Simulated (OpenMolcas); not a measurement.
Mo5+ (d1) among equal point charges was computed by CASSCF with the d shell active (OpenMolcas, ANO-RCC-VDZP on the metal). Its lowest spin-free states, and all those of the highest spin:

```json
{"2S+1": "2", "Degeneracy": "1", "E (cm-1)": "0.0"}
{"2S+1": "2", "Degeneracy": "2", "E (cm-1)": "374.5"}
{"2S+1": "2", "Degeneracy": "1", "E (cm-1)": "14196"}
{"2S+1": "2", "Degeneracy": "1", "E (cm-1)": "15074"}
```

Problem. Is the site octahedral, tetrahedral or cube-like, axial, or of lower symmetry?

Solution. The states with 2S+1 = 2 have orbital degeneracies 1, 2, 1, 1. There are pairs but no triples, so the site is axial: not cubic, but with a proper or improper axis of order three or more. The run had Mo5+ among 6 point charges of -1.7 e arranged as a tetragonal octahedron (D4h), 1.78 Å from the ion, with the axial distance 1.762 Å.

Point charges carry no covalency, so the field is a model and not that of real ligands. No measured value stands beside these numbers.
